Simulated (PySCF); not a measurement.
## Working out the ionisation energy of Ni⁺

Ni⁺ [Ar] 3d9 (2D) → Ni²⁺ [Ar] 3d8 (3F). Computed with PySCF 2.14 in aug-cc-pVDZ-DK (7s6p4d2f, 59 functions), with the spin-free X2C one-electron Hamiltonian (Gaussian nucleus). Frozen: [Ar]. Energies in hartree (1 hartree = 27.21139 eV):

```json
{"part": "UHF", "Ni⁺ (lower)": "-1518.796299", "Ni²⁺ (upper)": "-1518.241467"}
{"part": "MP2 opposite-spin", "Ni⁺ (lower)": "-0.204447", "Ni²⁺ (upper)": "-0.129635"}
{"part": "MP2 same-spin", "Ni⁺ (lower)": "-0.122475", "Ni²⁺ (upper)": "-0.082749"}
```

Question: What does Hartree-Fock give?

Answer: (-1518.241467) − (-1518.796299) = 0.554832 hartree = 15.098 eV.

Question: What do MP2 and SCS-MP2 (6/5 opposite-spin, 1/3 same-spin) give?

Answer: The opposite-spin parts differ by 2.036 eV and the same-spin parts by 1.081 eV. MP2: 15.098 + (2.036) + (1.081) = 18.215 eV. SCS-MP2: 15.098 + 1.2 × (2.036) + (1.081)/3 = 17.902 eV.

Reference: 18.169 eV (measured; NIST Atomic Spectra Database, ionization energies), between the lowest levels; spin-orbit coupling is absent from the calculation.

A double-zeta basis recovers only part of the correlation energy.

What remains against the reference includes basis incompleteness, the frozen core and correlation beyond second order.
